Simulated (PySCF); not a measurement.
Species: CH6GaN.
Atom-mapped SMILES: `[CH3:1][NH:2][GaH2:3]` (hydrogens: H4, H5, H6 on C1; H7 on N2; H8, H9 on Ga3)

Method used: PBE0-D3(BJ)/def2-SVP geometry optimisation, gas phase (PySCF 2.14.0).

Q: What internal coordinates does the optimisation give?

A: 
```csv
bond,length (Å),order
C1–N2,1.441,single
N2–Ga3,1.816,single
"C1–H4, C1–H5, C1–H6",1.105,single
N2–H7,1.015,single
"Ga3–H8, Ga3–H9",1.563,single
```

Bonds in one row agree within 0.01 Å and their mean is given. Orders are formal, as drawn. A selection of angles:
```csv
angle,degrees
N2–C1–H4,110.1
N2–C1–H5,112.8
H4–C1–H5,106.9
C1–N2–Ga3,128.2
C1–N2–H7,113.0
Ga3–N2–H7,118.8
N2–Ga3–H8,116.1
H8–Ga3–H9,127.7
```

Ga3 (gallium bonded to N and 2 H) is planar (angles 127.7°, 116.3° and 116.1°, sum 360.0°, 0.00 Å off the plane of its three neighbours). N2 (nitrogen bonded to C, Ga and H) is planar (angles 128.2°, 118.8° and 113.0°, sum 360.0°, 0.01 Å off the plane of its three neighbours).

Point group: Cs (every atom within 0.08 Å of its image). Stationary, but not proved a minimum.

The run took 23 s wall on one thread of an Arm Neoverse N1, no GPU, on a shared host, and the process peaked at 0.37 GiB of memory. That covers the optimisation of the geometry.
